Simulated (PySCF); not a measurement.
C₄H₆OSe, SMILES C=C1CO[C@H]1[SeH]. Atoms are numbered in the order given.

```xyz
12

C      0.7300    -2.3941    -0.0628
C     -0.2473    -1.5121     0.1000
C     -1.4701    -1.3494     0.9629
O     -1.7726    -0.1091     0.3118
C     -0.6142    -0.1829    -0.4997
Se     0.7591     1.1850    -0.1637
H      1.5277    -2.2184    -0.7891
H      0.7673    -3.3141     0.5261
H     -2.2673    -2.1001     0.8214
H     -1.2774    -1.2241     2.0436
H     -0.8506    -0.1533    -1.5756
H      0.0826     2.2243    -0.9565
```

Geometry: PBE0-D3(BJ)/def2-SVP. The structure was generated by enumeration; whether it is a known compound was not checked. Other conformers were not sampled.

These are KT2/pcSseg-1 in PySCF values and carry that method's errors.

GIAO shieldings, no solvent; atoms listed in one row are averaged. δ = σ(ref) − σ: ¹³C against TMS (σ = 185.1 ppm); ¹⁷O against H2O (σ = 330.4 ppm); ⁷⁷Se against Me2Se (σ = 1692.1 ppm); ¹H against TMS (σ = 31.47 ppm), references at their B3LYP-D3(BJ)/def2-TZVP geometries, non-relativistic.

Computed chemical shifts:
```json
[
 {"nucleus": "¹³C", "atoms": "C2", "count": "1", "δ (ppm)": "152.0"},
 {"nucleus": "¹³C", "atoms": "C1", "count": "1", "δ (ppm)": "107.5"},
 {"nucleus": "¹³C", "atoms": "C5", "count": "1", "δ (ppm)": "99.4"},
 {"nucleus": "¹³C", "atoms": "C3", "count": "1", "δ (ppm)": "81.0"},
 {"nucleus": "¹⁷O", "atoms": "O4", "count": "1", "δ (ppm)": "69.0"},
 {"nucleus": "⁷⁷Se", "atoms": "Se6", "count": "1", "δ (ppm)": "107.0"},
 {"nucleus": "¹H", "atoms": "H11", "count": "1", "δ (ppm)": "7.58"},
 {"nucleus": "¹H", "atoms": "H10", "count": "1", "δ (ppm)": "5.67"},
 {"nucleus": "¹H", "atoms": "H7", "count": "1", "δ (ppm)": "5.57"},
 {"nucleus": "¹H", "atoms": "H9", "count": "1", "δ (ppm)": "5.48"},
 {"nucleus": "¹H", "atoms": "H8", "count": "1", "δ (ppm)": "5.41"},
 {"nucleus": "¹H", "atoms": "H12", "count": "1", "δ (ppm)": "3.29"}
]
```
